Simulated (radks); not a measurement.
All-electron atom: Nd L in [Ne] 3s1. All-electron calculation, Dirac Kohn-Sham, exchange-only PBE, spin-unpolarised, spherical densities, finite nucleus; Fermi nuclear charge, rms radius 4.9123 fm. Program: a radial shooting solver on a logarithmic mesh with Libxc functionals. Some entries of the table are withheld. Estimate them.

orbital,occ.,eigenvalue (eV),<r^2> (bohr^2),r(max) (bohr)
1s1/2,2,-46930.87,0.0007585,0.01509
2s1/2,2,(1),(2),(3)
2p1/2,2,-10035.89,0.008377,0.06439
2p3/2,4,-9495.288,0.009528,0.06969
3s1/2,1,(4),(5),0.2260

Answer. 
(1) 2s1/2 eigenvalue (eV): -10359.87
(2) 2s1/2 <r^2> (bohr^2): 0.01153
(3) 2s1/2 r(max) (bohr): 0.08490
(4) 3s1/2 eigenvalue (eV): -4261.630
(5) 3s1/2 <r^2> (bohr^2): 0.06386
